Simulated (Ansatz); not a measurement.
`FB(F)[SiH3]` + `C[AsH]C` → `C[As](C)[SiH3]` + `FBF`  (cleavage of the Si–B bond)

Computed with Ansatz on PBE0-D4/def2-TZVP structures; ΔE is electronic, products minus reactants. CBS: MP2 limit from def2 TZ/QZ plus the TZ coupled-cluster correction, frozen cores. This one scheme is used for every species. DFT in def2-TZVPP. B3LYP here is the variant with VWN-RPA as its local correlation; programs differ in this. For As outer-core shells are correlated without core-valence functions, which leaves a few kJ/mol of doubt a bond. Scalar relativity is left out up to krypton.

(1) Is it downhill or uphill in electronic energy at CCSD(T)/CBS, and by how much? (An estimate is asked.)

(2) What do these levels give: r2SCAN0-D4, PBE-QIDH, PBE0, B3LYP, r2SCAN0, CCSD/def2-SVP? (Best estimate.)

Largest T1 diagnostic among the species: 0.014.

Results:

(1) The calculation gave: Downhill: ΔE = -12.8 kcal/mol.

(2) Computed: r2SCAN0-D4 -12.5, PBE-QIDH -12.7, PBE0 -11.0, B3LYP -10.2, r2SCAN0 -12.1, CCSD/def2-SVP -11.0 kcal/mol.

In def2-TZVPP, CCSD(T) changes the Hartree–Fock value by −1.4 kcal/mol (the triples alone add −0.4 kcal/mol) and MP2 by −3.8 kcal/mol. The D4 term adds −2.1 kcal/mol with B3LYP and −1.2 kcal/mol with PBE0; it sums over pairs of atoms, weighted by their polarisabilities, and B3LYP, whose exchange is more repulsive, gets the larger term.
